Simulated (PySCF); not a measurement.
B(H)(Cl)(OH) (BClH2O), SMILES OBCl. Heavy atoms are numbered as in [BH:1]([Cl:3])[OH:4]. Hydrogens are named by the atom that carries them.

Geometry optimised at B3LYP-D3(BJ)/def2-TZVP. Other conformers were not sampled.

All values below come from PBE0/pcSseg-2 (PySCF).

GIAO shieldings, no solvent; atoms alike by connectivity are averaged. δ = σ(ref) − σ: ¹¹B against BF3 (σ = 88.8 ppm); ¹H against TMS (σ = 31.54 ppm); ³⁵Cl against HCl (σ = 943.3 ppm); ¹⁷O against H2O (σ = 327.8 ppm), references at their B3LYP-D3(BJ)/def2-TZVP geometries, non-relativistic (without spin–orbit terms, shifts of atoms bonded to Cl or Br come out too high).

| atoms | nucleus | count | δ (ppm) |
|---|---|---|---|
| B1 (BH) | ¹¹B | 1 | 29.0 |
| H on O4 | ¹H | 1 | 5.77 |
| H on B1 | ¹H | 1 | 5.36 |
| Cl3 | ³⁵Cl | 1 | (withheld) |
| O4 (OH) | ¹⁷O | 1 | (withheld) |

Some entries are withheld; supply them. (Estimate from the structure and the level; the computed values follow.)


- O4 (OH), δ (ppm): 186.2
- Cl3, δ (ppm): 179.9
